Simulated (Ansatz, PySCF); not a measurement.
Energy difference 2 R1 → P1 + P2, each structure at its B3LYP-D3(BJ)/def2-TZVP stationary point, reached from a drawn start (curvature not checked).
P1: F3OV (SMILES [O]=[V]([F])([F])[F]), charge 0, multiplicity 1.
R1, F2OV (SMILES [O]=[V]([F])[F]) (charge 0, multiplicity 2):
| atom | x (Å) | y (Å) | z (Å) |
|---|---|---|---|
| V | 0.0155 | -0.0001 | -0.0001 |
| O | 1.5843 | -0.0091 | -0.0124 |
| F | -0.7910 | 1.5621 | -0.0004 |
| F | -0.8088 | -1.5530 | 0.0130 |
P2, FOV (SMILES [O]=[V][F]) (charge 0, multiplicity 3):
```tsv
atom	x (Å)	y (Å)	z (Å)
V	0.0719	0.0029	-0.3450
O	1.5947	-0.0055	0.1302
F	-1.6666	0.0025	0.2148
```

| level | reaction energy (eV) | cost |
|---|---|---|
| SVWN5/def2-TZVPP | 0.342 | ×0.6 |
| PBE/def2-TZVPP | 0.478 | ×1 |
| PBE-D3(BJ)/def2-TZVPP | 0.473 | ×1 |
| PBE-D4/def2-TZVPP | 0.475 | ×1 |
| revPBE/def2-TZVPP | 0.489 | ×1 |
| revPBE-D3(BJ)/def2-TZVPP | 0.474 | ×1 |
| revPBE-D4/def2-TZVPP | 0.471 | ×1 |
| B97M-V/def2-TZVPP | 0.664 | ×3 |
| B3LYP-D3(BJ)/def2-TZVPP | 0.615 | ×0.9 |
| PBE0-D4/def2-TZVPP | 0.522 | ×0.9 |
| BHLYP-D3(BJ)/def2-TZVPP | 0.814 | ×1 |
| BHLYP-D4/def2-TZVPP | 0.819 | ×1 |
| CAM-B3LYP/def2-TZVPP | 0.646 | ×1 |
| B2PLYP/def2-TZVPP | 0.470 | ×2 |
| B2PLYP-D4/def2-TZVPP | 0.469 | ×2 |
| MP2/def2-TZVPP | -3.956 | - |
| SCS-MP2/def2-QZVPP | -3.224 | - |
| CCSD/def2-TZVPP | 0.776 | - |
| CCSD(T)/def2-TZVPP | 0.125 | ×20 |
| CCSD(T)/CBS(def2-TZVPP, def2-QZVPP) | 0.166 | ×300* |

P less R. No zero-point or thermal terms; singlets are restricted closed shells; open shells are unrestricted; no spin–orbit coupling. The spin states of the d-block species are the ones drawn and need not be the lowest.

Correlated levels freeze the cores. CBS: X⁻³ extrapolation of the correlation energy, Hartree–Fock from the larger set.

Doubts at one or more of the structures used: a spin-contaminated determinant (MP2/def2-TZVPP, SCS-MP2/def2-QZVPP, CCSD/def2-TZVPP, CCSD(T)/def2-TZVPP, CCSD(T)/CBS(def2-TZVPP, def2-QZVPP)); T1 above 0.05 (CCSD/def2-TZVPP, CCSD(T)/def2-TZVPP, CCSD(T)/CBS(def2-TZVPP, def2-QZVPP)); a doubt about the state reached (CCSD/def2-TZVPP, CCSD(T)/def2-TZVPP, CCSD(T)/CBS(def2-TZVPP, def2-QZVPP)).

Codes used: Ansatz (Gaussian orbitals); PySCF for the D3/D4 terms. No computed number here is a measurement.

Costs are rough ratios of core time to PBE/def2-TZVPP (about 60 s over the structures, on one shared machine); a dash marks a level with no comparable run of its own. A star marks coupled-cluster runs past 200 virtual orbitals, where the program's memory plan changes under this machine's limit, so their costs aren't comparable with smaller runs.

Ansatz is an electronic-structure program.
